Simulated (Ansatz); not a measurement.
Species: AlOH₃, charge 0, singlet. AlOH3 (SMILES [OH][AlH2]).
B3LYP-D3(BJ)/def2-TZVP minimum from Ansatz (a program for electronic structure):
```
Al
O 1 1.6999
H 2 0.9582 1 124.13
H 1 1.5709 2 115.84 3 -180.00
H 1 1.5788 4 124.38 2 -180.00
```
Charge 0, spin multiplicity 1.

Hartree-Fock and CCSD correlation energies in hartree (Ansatz). Radicals and triplets start from unrestricted determinants; spin-orbit coupling is neglected. Correlated methods leave the cores frozen. No relativity.

```tsv
basis	X	E(HF)	E(corr, CCSD)
cc-pV(T+d)Z	3	-318.61331	-0.34952
cc-pV(Q+d)Z	4	-318.62332	-0.37175
cc-pV(5+d)Z	5	-318.62551	withheld
```

**Question.** Fit E(corr) = E∞ + A/X³ to X = 3 and 4, predict X = 5, and compare with the run.

**Answer.** A = (-0.34952 - (-0.37175))/(1/27 - 1/64) = 1.0382; E∞ = -0.37175 - A/64 = -0.38797; at X = 5, E∞ + A/125 = -0.37967. The run gave -0.37939, 0.28 mEh above the prediction. The same form on X = 4 and 5 gives E∞ = -0.38741, 0.57 mEh above the first estimate.
